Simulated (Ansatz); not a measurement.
`C[CH](F)[AlH2]`. Charge 0, multiplicity 1. The geometry is a stationary point of PBE0-D4/def2-TZVP.

```xyz
10

C    -0.949   -0.599   -0.670
C     0.091    0.475   -0.429
F     1.016    0.450   -1.493
Al    1.067    0.322    1.300
H    -1.434   -0.463   -1.641
H    -0.513   -1.602   -0.652
H    -1.723   -0.553    0.103
H    -0.406    1.454   -0.489
H     2.610   -0.035    1.333
H     0.240    0.551    2.639
```

(1) What is the dipole moment at ωB97M-V/def2-TZVPP? (Estimate.)

(2) And with PBE, r2SCAN, B3LYP? (Estimate.)

(3) Give the Mulliken charges with ωB97M-V, B3LYP, PBE in def2-TZVPP. (Estimate.)

Results:

(1) The calculation gave: 1.63 D, with components (-1.33, 0.00, 0.94) D in this frame, pointing from negative to positive charge.

(2) The calculation gave: PBE 1.51 D, r2SCAN 1.58 D, B3LYP 1.64 D.

(3) Ansatz gave: 
| atom | ωB97M-V | B3LYP | PBE |
| --- | --- | --- | --- |
| C1 | -0.34 | -0.28 | -0.28 |
| C2 | -0.04 | 0.05 | 0.04 |
| F3 | -0.25 | -0.27 | -0.22 |
| Al4 | 0.43 | 0.44 | 0.36 |
| H5 | 0.11 | 0.09 | 0.09 |
| H6 | 0.11 | 0.09 | 0.09 |
| H7 | 0.11 | 0.09 | 0.09 |
| H8 | 0.09 | 0.07 | 0.06 |
| H9 | -0.11 | -0.14 | -0.11 |
| H10 | -0.11 | -0.14 | -0.11 |

B3LYP here is the variant with VWN-RPA as its local correlation; programs differ in this.
